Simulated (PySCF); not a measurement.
Electron correlation in Cu (copper, neutral)

[Ar] 3d10 4s1, 2S determinant. Calculation: PySCF 2.14, in Sapporo-DKH3-DZP-2012; the spin-free X2C one-electron Hamiltonian (Gaussian nucleus). Frozen: [Ar]; 11 electrons correlated.

MP2 pair energies summed by pair of shells (mhartree):

| pair | energy | share (%) |
| --- | --- | --- |
| 3d-3d | -403.42 | 95.2 |
| 3d-4s | -20.27 | 4.8 |

Total MP2 correlation energy: -423.68 mhartree.

Same-spin part -159.98 and opposite-spin part -263.70 mhartree; SCS-MP2 scales them by 1/3 and 6/5 to -369.77 mhartree.

```tsv
level	correlation energy (mhartree)
CCSD	-370.15
(T)	-11.35
CCSD(T)	-381.50
```

Diagnostics: T1 = 0.019, D1 = 0.0603, largest double amplitude 0.031.

Cost of the coupled-cluster step: 1.6 s of wall time on 1 thread of Neoverse-N1 (shared host), for 11 correlated electrons.

Iterations:

```
CC2 = 0
CCSD nocc = (np.int64(6), np.int64(5)), nmo = (31, 31)
frozen orbitals [[0, 1, 2, 3, 4, 5, 6, 7, 8], [0, 1, 2, 3, 4, 5, 6, 7, 8]]
max_cycle = 100
direct = 0
conv_tol = 1e-08
conv_tol_normt = 1e-06
diis_space = 8
diis_start_cycle = 0
Init t2, MP2 energy = -0.423683492461405
Init E_corr(UCCSD) = -0.423683492463619
cycle = 1  E_corr(UCCSD) = -0.346213788576748  dE = 0.0774697039  norm(t1,t2) = 0.121858
cycle = 2  E_corr(UCCSD) = -0.377735455804942  dE = -0.0315216672  norm(t1,t2) = 0.0603022
cycle = 3  E_corr(UCCSD) = -0.369575717800262  dE = 0.008159738  norm(t1,t2) = 0.0335363
cycle = 4  E_corr(UCCSD) = -0.369702102879493  dE = -0.000126385079  norm(t1,t2) = 0.0062417
cycle = 5  E_corr(UCCSD) = -0.37015839679627  dE = -0.000456293917  norm(t1,t2) = 0.00100081
cycle = 6  E_corr(UCCSD) = -0.370153156148075  dE = 5.24064819e-06  norm(t1,t2) = 0.000187763
cycle = 7  E_corr(UCCSD) = -0.370140544048859  dE = 1.26120992e-05  norm(t1,t2) = 5.1676e-05
cycle = 8  E_corr(UCCSD) = -0.370145054913652  dE = -4.51086479e-06  norm(t1,t2) = 1.21146e-05
cycle = 9  E_corr(UCCSD) = -0.370145407277411  dE = -3.52363759e-07  norm(t1,t2) = 1.6425e-06
cycle = 10  E_corr(UCCSD) = -0.370145309927189  dE = 9.73502216e-08  norm(t1,t2) = 4.75886e-07
cycle = 11  E_corr(UCCSD) = -0.370145323804375  dE = -1.38771855e-08  norm(t1,t2) = 1.00121e-07
cycle = 12  E_corr(UCCSD) = -0.370145322969401  dE = 8.34974034e-10  norm(t1,t2) = 2.02631e-08
UCCSD converged
E(UCCSD) = -1653.479802725223  E_corr = -0.3701453229694007
UCCSD(T) correction = -0.0113466585102963
```
